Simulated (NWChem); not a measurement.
CH$_{6}$Hf; SMILES [CH3][HfH3]

Computed with NWChem. The geometry was optimised at PBE-D3(BJ)/def2-SVP. def2 effective core potentials on Hf; no spin-orbit coupling. Level BLYP/def2-TZVP: single points from the atomic guess with DIIS by default; each run changes one setting, and all converged runs end within 0.3 mHa of each other. cgmin counts macro-iterations, each dearer than a DIIS step.

Task: Which setting needs the most SCF iterations, or fails (DIIS on 20 Fock matrices; defaults; no DIIS, 40 % damping; occupation smearing of 0.005 Ha; DIIS on 3 Fock matrices; quadratically convergent solver (cgmin))?

Result: no DIIS, 40 % damping, with 60 against 7 for the defaults.
```
setting                                  SCF iterations
---------------------------------------  --------------
defaults                                              7
occupation smearing of 0.005 Ha                       7
quadratically convergent solver (cgmin)               6
DIIS on 20 Fock matrices                              7
DIIS on 3 Fock matrices                               9
no DIIS, 40 % damping                                60
```
